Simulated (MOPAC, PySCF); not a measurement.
C3H4O, SMILES `C(#CC)O`, neutral singlet in the gas phase. 

Cartesian coordinates (Å):
```xyz
8

C     -1.4052     0.0655     0.1008
C      0.0405    -0.0865    -0.0434
C      1.2240    -0.2106    -0.1629
O      2.5125    -0.4094    -0.3264
H     -1.7887    -0.5602     0.9068
H     -1.9164    -0.2144    -0.8205
H     -1.6618     1.1010     0.3248
H      3.0083     0.3316     0.0413
```
Charge 0, spin multiplicity 1.

All levels are single points at this geometry (M06-2X/def2-TZVP); Pople sets use spherical d functions. Orbital energies aren't observables, and empty levels follow the basis.

```csv
level,HOMO (eV),LUMO (eV),gap (eV),dipole (D),"vertical IE, Delta-SCF (eV)"
M06-2X/def2-TZVP in PySCF,-8.07,1.22,9.29,1.58,9.44
PBE-D3(BJ)/def2-TZVP in PySCF,-5.45,-0.34,5.11,1.52,9.03
BP86/6-31G* in PySCF,-5.13,0.72,5.85,1.63,–
SVWN5/6-31G* in PySCF,-5.13,0.61,5.74,1.68,8.98
HF/3-21G in PySCF,-9.58,6.26,15.84,2.05,–
AM1 in MOPAC,-9.87,1.54,11.41,1.56,–
```
